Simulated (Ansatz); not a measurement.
Harmonic frequencies (cm⁻¹) at PBE0-D4/def2-TZVP from Ansatz: 243, 334, 646, 759, 833, 874, 916, 968, 987, 2247, 2292, 3928.

Each molecule was computed in one conformer, which needn't be the lowest.

Task: Which molecule is it?
A. `O[SiH](F)F`
B. `C[Si](F)(F)I`
C. `O[SiH2]F`
D. `O[SiH](O)O`

Result: C.
